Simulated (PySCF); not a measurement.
Molfile (atoms numbered from 1):
```
C6H6O2S
     RDKit          3D

 15 15  0  0  0  0  0  0  0  0999 V2000
    3.1017    0.0973    0.2203 C   0  0  0  0  0  0  0  0  0  0  0  0
    1.7214    0.4014    0.3823 O   0  0  0  0  0  0  0  0  0  0  0  0
    0.8770   -0.4160   -0.2631 C   0  0  0  0  0  0  0  0  0  0  0  0
    1.2313   -1.3485   -0.9374 O   0  0  0  0  0  0  0  0  0  0  0  0
   -0.5199   -0.0361   -0.0478 C   0  0  0  0  0  0  0  0  0  0  0  0
   -1.6071   -0.6780   -0.5809 C   0  0  0  0  0  0  0  0  0  0  0  0
   -2.8259   -0.0837   -0.2005 C   0  0  0  0  0  0  0  0  0  0  0  0
   -2.6395    0.9995    0.6151 C   0  0  0  0  0  0  0  0  0  0  0  0
   -0.9950    1.2976    0.9193 S   0  0  0  0  0  0  0  0  0  0  0  0
    3.3847    0.1497   -0.8318 H   0  0  0  0  0  0  0  0  0  0  0  0
    3.3199   -0.9039    0.5939 H   0  0  0  0  0  0  0  0  0  0  0  0
    3.6396    0.8456    0.7976 H   0  0  0  0  0  0  0  0  0  0  0  0
   -1.5030   -1.5440   -1.2204 H   0  0  0  0  0  0  0  0  0  0  0  0
   -3.7998   -0.4360   -0.5119 H   0  0  0  0  0  0  0  0  0  0  0  0
   -3.3946    1.6362    1.0514 H   0  0  0  0  0  0  0  0  0  0  0  0
  1  2  1  0
  2  3  1  0
  3  4  2  0
  3  5  1  0
  5  6  2  0
  6  7  1  0
  7  8  2  0
  8  9  1  0
  9  5  1  0
  1 10  1  0
  1 11  1  0
  1 12  1  0
  6 13  1  0
  7 14  1  0
  8 15  1  0
M  END
```

Geometry: PBE0-D3(BJ)/def2-TZVP; GIAO absolute shieldings from PySCF 2.14.0 with density-fitted response routines, gas phase, non-relativistic, averaged over equivalent atoms.

At wB97X-D/pcSseg-2 (415 basis functions, 4 min wall time (7.7 min CPU) on 2 threads of an Intel Xeon, shared host):
```
      atoms  σ (ppm)
         C3     12.8
         C5     38.6
         C6     39.2
         C8     40.0
         C7     49.1
         C1    131.2
         O4    -63.9
         O2    156.7
         S9    249.5
        H13    23.29
        H15    23.95
        H14    24.30
H10/H11/H12    27.85
```

Problem. What do these become at KT3/pcSseg-2?

Solution. 
| atoms | σ at KT3/pcSseg-2 | change |
| --- | --- | --- |
| C3 | 23.6 | +10.8 |
| C5 | 50.8 | +12.2 |
| C6 | 51.5 | +12.3 |
| C8 | 53.5 | +13.5 |
| C7 | 58.2 | +9.1 |
| C1 | 129.2 | -2.0 |
| O4 | -37.5 | +26.4 |
| O2 | 145.6 | -11.1 |
| S9 | 294.6 | +45.1 |
| H13 | 23.53 | +0.24 |
| H15 | 24.26 | +0.31 |
| H14 | 24.42 | +0.12 |
| H10/H11/H12 | 27.85 | +0.00 |

The largest change is at S9 (aromatic ring sulfur). Cost: 415 basis functions, 4.6 min wall time (7.4 min CPU) on 2 threads of an Intel Xeon, shared host. The order of the carbon signals is the same at both levels.
